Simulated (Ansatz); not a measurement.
Cost and result for the atomization energy of `N[SiH]1CS1` (9 atoms, 9 bonds).

```xyz
9

N    -0.7113   -0.8586   -1.2322
Si    0.0843   -0.5188    0.2299
C     0.6946    1.1593    0.6232
S    -0.7296    0.6605    1.7501
H    -0.8842   -1.8139   -1.4979
H    -1.3960   -0.2295   -1.6185
H     0.8776   -1.7068    0.6029
H     0.4405    1.9963   -0.0216
H     1.6241    1.3115    1.1641
```

The species carries charge 0 and has multiplicity 1. The geometry is a stationary point of PBE0-D4/def2-TZVP. It is one conformer, not always the lowest. Program: Ansatz. All runs use 2 threads of an Arm Neoverse V1 on a shared host. Times are those of one run each, without the atoms' runs, and a repeat can differ threefold. Electronic energies, without spin–orbit coupling; frozen cores. CCSD(T)/CBS adds CCSD(T) − MP2 in def2-TZVPP to the MP2 limit, and its time is that of the two runs behind it. T1 = 0.011. B3LYP takes the VWN-RPA correlation (the form of Gaussian; ORCA's B3LYP/G). HSE06 is the plane-wave form, built on full-range PBE exchange.

CCSD(T)/CBS is a level of theory with its own doubt, some kJ/mol a heavy atom from the limit and from the frozen cores, so smaller differences don't rank the functionals.

| level | functions | wall time |
| --- | --- | --- |
| LDA (SPW92)/def2-TZVPP | 216 | 1.6 s |
| revPBE-D4/def2-TZVPP | 216 | 2.8 s |
| BLYP-D4/def2-TZVPP | 216 | 3.1 s |
| CCSD(T)/def2-SVP | 89 | 3.1 s |
| HSE06-D4/def2-TZVPP | 216 | 4.2 s |
| CAM-B3LYP-D4/def2-TZVPP | 216 | 4.6 s |
| B3LYP-D4/def2-TZVPP (with forces) | 216 | 6.5 s |
| B2PLYP/def2-TZVPP | 216 | 7 s |
| PBE-QIDH/def2-TZVPP | 216 | 7 s |
| B97M-V/def2-TZVPP | 216 | 14 s |
| MP2/def2-QZVPP | 404 | 26 s |
| CCSD(T)/def2-TZVPP | 216 | 89 s |
| CCSD(T)/CBS(def2) | – | 110 s |

**Question.** What atomization energy does each give, and how far from CCSD(T)/CBS? (Estimate.)

**Answer.** Ansatz gave: 
| level | atomization (kcal/mol) | difference from CCSD(T)/CBS | per bond |
| --- | --- | --- | --- |
| LDA (SPW92)/def2-TZVPP | 866.0 | 110.0 | 12.2 |
| revPBE-D4/def2-TZVPP | 752.3 | -3.7 | -0.4 |
| BLYP-D4/def2-TZVPP | 753.0 | -3.0 | -0.3 |
| CCSD(T)/def2-SVP | 691.8 | -64.2 | -7.1 |
| HSE06-D4/def2-TZVPP | 757.7 | 1.7 | 0.2 |
| CAM-B3LYP-D4/def2-TZVPP | 756.1 | 0.1 | 0.0 |
| B3LYP-D4/def2-TZVPP (with forces) | 754.6 | -1.4 | -0.2 |
| B2PLYP/def2-TZVPP | 745.3 | -10.7 | -1.2 |
| PBE-QIDH/def2-TZVPP | 749.9 | -6.1 | -0.7 |
| B97M-V/def2-TZVPP | 761.7 | 5.7 | 0.6 |
| MP2/def2-QZVPP | 757.4 | 1.4 | 0.2 |
| CCSD(T)/def2-TZVPP | 730.7 | -25.3 | -2.8 |
| CCSD(T)/CBS(def2) | 756.0 | 0.0 | 0.0 |

From r2SCAN to r2SCAN0 (25 % exact exchange), in def2-TZVPP and without D4, the atomization energy moves by −11.7 kcal/mol: exact exchange takes away binding that semilocal exchange gives to molecules. Leaving LDA and LC-ωPBE aside and taking each functional with its dispersion term where it has one, the values, not all of them listed here, spread over 37.5 kcal/mol, from BHLYP-D4 to PBE-D4. LDA lies +100.5 kcal/mol from PBE without D4, its usual overbinding. In def2-TZVPP, CCSD(T) changes the Hartree–Fock value by +202.8 kcal/mol (the triples alone add +13.0 kcal/mol) and MP2 by +214.4 kcal/mol; breaking electron pairs costs correlation energy, which Hartree–Fock lacks.
